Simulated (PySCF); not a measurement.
Species: C6H14NP2 (charge -1).
Bonds: P1–C2, C2–C3, C3–P4, P4–N5, N5–C6, C6–C7, C7–C8, C8–C9, N5–C9. Hydrogens: H10, H11 on P1; H12, H13 on C2; H14, H15 on C3; H16, H17 on C6; H18, H19 on C7; H20, H21 on C8; H22, H23 on C9.

Definitions: NICS(0) = −σiso at the ring centroid; NICS(1) = −σiso and NICS(1)zz = −σzz at ±1 Å along the ring normal z. Level: GIAO PBE0/pcSseg-1 (PySCF, non-relativistic, gas phase) on the GFN2-xTB geometry, one conformer.

Ring bond lengths (Å), with Mayer bond orders in brackets: N5–C6 1.443 (0.99), C6–C7 1.535 (1.02), C7–C8 1.535 (1.04), C8–C9 1.547 (1.01), C9–N5 1.448 (0.99).

Give the NICS values of each ring in ppm.

```tsv
ring	type	NICS(0)	NICS(1), two faces	NICS(1)zz, two faces	rms pucker (Å)	centre to ring atoms, mean (Å)
N5–C6–C7–C8–C9	5-membered ring with N; formal bonds all single	-7.0	-3.5 / -5.0	-7.3 / -6.8	0.17	1.26
```

What do they say, and how far can they be read as aromaticity?

- N5–C6–C7–C8–C9: mean NICS(1)zz -7.1 ppm, shielded. C6, C7, C8, C9 have four or more neighbours, so the value isn't read as a sign of a π ring current.

What is the mean of the two in-plane components of NICS at the second NICS(1) probe listed for ring N5–C6–C7–C8–C9, 1 Å off the ring?

The isotropic value is a third of the trace: (3 × -5.0 − (-6.8))/2 = -4.1 ppm.
